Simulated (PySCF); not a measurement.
Pb(NH2)(SiH3) (H5NPbSi), SMILES [NH2][Pb][SiH3] (connectivity only; charge and spin as stated), neutral, multiplicity 1.

The structure is a stationary point at PBE0-D3(BJ)/def2-SVP. The def2 effective core potentials stand for the cores of Pb; spin–orbit coupling is left out. Other conformers were not sampled.

Calculation: PBE0-D3(BJ)/def2-SVP run with PySCF 2.14.0.

Frequencies are harmonic and unscaled.

Computed vibrational spectrum:
```json
[
 {"mode": "1", "ν (cm⁻¹)": "34", "IR (km/mol)": "0.0", "Raman (Å⁴/amu)": "0.4", "depolarisation": "0.75", "moving atoms (share of kinetic energy)": "H 94 %"},
 {"mode": "2", "ν (cm⁻¹)": "116", "IR (km/mol)": "1.4", "Raman (Å⁴/amu)": "2.3", "depolarisation": "0.69", "moving atoms (share of kinetic energy)": "N 52 %, H 27 %, Si 15 %"},
 {"mode": "3", "ν (cm⁻¹)": "243", "IR (km/mol)": "15.8", "Raman (Å⁴/amu)": "30.8", "depolarisation": "0.29", "moving atoms (share of kinetic energy)": "Si 78 %, Pb 13 %, H 10 %"},
 {"mode": "4", "ν (cm⁻¹)": "318", "IR (km/mol)": "1.7", "Raman (Å⁴/amu)": "15.9", "depolarisation": "0.75", "moving atoms (share of kinetic energy)": "H 93 %"},
 {"mode": "5", "ν (cm⁻¹)": "366", "IR (km/mol)": "216.5", "Raman (Å⁴/amu)": "3.2", "depolarisation": "0.75", "moving atoms (share of kinetic energy)": "H 83 %, N 17 %"},
 {"mode": "6", "ν (cm⁻¹)": "407", "IR (km/mol)": "7.5", "Raman (Å⁴/amu)": "13.4", "depolarisation": "0.73", "moving atoms (share of kinetic energy)": "H 86 %, Si 12 %"},
 {"mode": "7", "ν (cm⁻¹)": "505", "IR (km/mol)": "2.6", "Raman (Å⁴/amu)": "0.3", "depolarisation": "0.75", "moving atoms (share of kinetic energy)": "H 96 %"},
 {"mode": "8", "ν (cm⁻¹)": "557", "IR (km/mol)": "61.2", "Raman (Å⁴/amu)": "26.0", "depolarisation": "0.34", "moving atoms (share of kinetic energy)": "N 79 %, H 14 %"},
 {"mode": "9", "ν (cm⁻¹)": "641", "IR (km/mol)": "29.3", "Raman (Å⁴/amu)": "0.4", "depolarisation": "0.65", "moving atoms (share of kinetic energy)": "H 85 %, N 14 %"},
 {"mode": "10", "ν (cm⁻¹)": "840", "IR (km/mol)": "351.1", "Raman (Å⁴/amu)": "4.5", "depolarisation": "0.18", "moving atoms (share of kinetic energy)": "H 91 %, Si 9 %"},
 {"mode": "11", "ν (cm⁻¹)": "932", "IR (km/mol)": "34.3", "Raman (Å⁴/amu)": "32.7", "depolarisation": "0.75", "moving atoms (share of kinetic energy)": "H 97 %"},
 {"mode": "12", "ν (cm⁻¹)": "935", "IR (km/mol)": "30.9", "Raman (Å⁴/amu)": "34.2", "depolarisation": "0.75", "moving atoms (share of kinetic energy)": "H 98 %"},
 {"mode": "13", "ν (cm⁻¹)": "1502", "IR (km/mol)": "6.3", "Raman (Å⁴/amu)": "7.2", "depolarisation": "0.67", "moving atoms (share of kinetic energy)": "H 90 %, N 10 %"},
 {"mode": "14", "ν (cm⁻¹)": "2169", "IR (km/mol)": "118.2", "Raman (Å⁴/amu)": "246.9", "depolarisation": "0.00", "moving atoms (share of kinetic energy)": "H 99 %"},
 {"mode": "15", "ν (cm⁻¹)": "2185", "IR (km/mol)": "119.2", "Raman (Å⁴/amu)": "151.5", "depolarisation": "0.62", "moving atoms (share of kinetic energy)": "H 96 %"},
 {"mode": "16", "ν (cm⁻¹)": "2186", "IR (km/mol)": "122.8", "Raman (Å⁴/amu)": "163.7", "depolarisation": "0.75", "moving atoms (share of kinetic energy)": "H 96 %"},
 {"mode": "17", "ν (cm⁻¹)": "3574", "IR (km/mol)": "18.0", "Raman (Å⁴/amu)": "242.5", "depolarisation": "0.19", "moving atoms (share of kinetic energy)": "H 96 %"},
 {"mode": "18", "ν (cm⁻¹)": "3697", "IR (km/mol)": "23.8", "Raman (Å⁴/amu)": "91.7", "depolarisation": "0.70", "moving atoms (share of kinetic energy)": "H 91 %, N 9 %"}
]
```
